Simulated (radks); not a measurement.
Results of a calculation; reference values are marked as such.
Problem. Neutral holmium, 67 electrons, occupied as [Xe] 4f11 6s2. Level of theory: scalar-relativistic Kohn-Sham, PBE, spin-polarised, spherical densities, point nucleus; open shells are filled with parallel spins first (spin-orbit coupling, left out, can overturn this in heavy ions) (a radial shooting solver on a logarithmic mesh with Libxc functionals). Some entries of the table are withheld. Estimate them.

| orbital | occ. | eigenvalue (hartree) | <r> (bohr) |
|---|---|---|---|
| 1s up | 1 | -2039.618 | 0.02074 |
| 1s down | 1 | -2039.618 | 0.02074 |
| 2s up | 1 | -341.1510 | 0.08809 |
| 2s down | 1 | -341.1499 | 0.08809 |
| 2p up | 3 | -302.2016 | 0.07807 |
| 2p down | 3 | -302.2008 | 0.07806 |
| 3s up | 1 | -76.21158 | 0.2299 |
| 3s down | 1 | -76.16660 | 0.2298 |
| 3p up | 3 | -64.31148 | 0.2289 |
| 3p down | 3 | -64.26661 | 0.2288 |
| 3d up | 5 | -49.21861 | 0.2079 |
| 3d down | 5 | -49.18439 | 0.2078 |
| 4s up | 1 | -15.09302 | 0.5188 |
| 4s down | 1 | -14.99567 | 0.5188 |
| 4p up | 3 | -11.17739 | 0.5501 |
| 4p down | 3 | -11.08133 | 0.5502 |
| 4d up | 5 | -5.89101 | 0.5963 |
| 4d down | 5 | -5.79637 | 0.5968 |
| 5s up | 1 | (1) | (2) |
| 5s down | 1 | (3) | (4) |
| 5p up | 3 | -0.96654 | 1.514 |
| 5p down | 3 | -0.93310 | 1.530 |
| 4f up | 7 | -0.15271 | 0.8413 |
| 6s up | 1 | -0.14076 | 4.042 |
| 6s down | 1 | -0.13787 | 4.090 |
| 4f down | 4 | -0.07085 | 0.8808 |

Solution. 
(1) 5s up eigenvalue (hartree): -1.87345
(2) 5s up <r> (bohr): 1.273
(3) 5s down eigenvalue (hartree): -1.82631
(4) 5s down <r> (bohr): 1.282
